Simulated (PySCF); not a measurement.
SMILES [Ge]([Br])[Br] (Br₂Ge) (PBE0/def2-SVP optimised geometry):

```
3

Ge    -0.943    -1.150     0.000
Br     1.403    -1.150     0.000
Br    -1.403     1.150     0.000
```

Method: PBE0/def2-TZVP (PySCF 2.14.0).

Task: What are the frontier orbital energies and the dipole moment?

Result: HOMO-2 -8.67 eV, HOMO-1 -8.30 eV, HOMO -7.80 eV, LUMO -3.23 eV, LUMO+1 -0.77 eV; dipole moment 1.83 D.

Meta-Löwdin charges at PBE0/def2-TZVP: Ge1 0.48, Br2 -0.24, Br3 -0.24.
